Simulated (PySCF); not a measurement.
H₄O₄Re, SMILES [OH][Re]([OH])([OH])[OH] (connectivity only; charge and spin as stated), neutral, multiplicity 4.

Geometry optimised at PBE-D3(BJ)/def2-SVP. The multiplicity is an assumed one; other spin states were not compared. The def2 effective core potentials stand for the cores of Re; spin–orbit coupling is left out. Other conformers were not sampled.

Calculation: TDA-PBE/def2-SVPD run with PySCF.

Vertical excitations. The molecule is in vacuum.

Question: Give excitation energies, oscillator strengths and character. (The exact figures need the calculation; the answer reports its results.)

Answer: 
| state | energy (eV) | λ (nm) | f | main pairs |
|---|---|---|---|---|
| root 1 | 1.47 | 846 | 0.000 | α HOMO→LUMO 99 % |
| root 2 | 1.96 | 633 | 0.002 | α HOMO−1→LUMO 99 % |
| root 3 | 2.49 | 497 | 0.000 | α HOMO−2→LUMO 99 % |
| root 4 | 3.60 | 345 | 0.004 | α HOMO→LUMO+1 65 %, β HOMO→LUMO 34 % |
| root 5 | 3.62 | 342 | 0.001 | α HOMO→LUMO+1 34 %, β HOMO→LUMO 61 % |
| root 6 | 3.72 | 334 | 0.002 | α HOMO→LUMO+2 34 %, β HOMO−1→LUMO 63 % |
| root 7 | 3.77 | 329 | 0.002 | α HOMO→LUMO+2 61 %, β HOMO−1→LUMO 32 % |
| root 8 | 4.04 | 307 | 0.001 | α HOMO−1→LUMO+1 16 %, β HOMO−2→LUMO 81 % |
| root 9 | 4.08 | 304 | 0.003 | α HOMO−1→LUMO+1 76 %, β HOMO−2→LUMO 15 % |
| root 10 | 4.15 | 299 | 0.001 | α HOMO−1→LUMO+2 76 %, β HOMO→LUMO+1 19 % |
Unrestricted roots are not spin-pure.
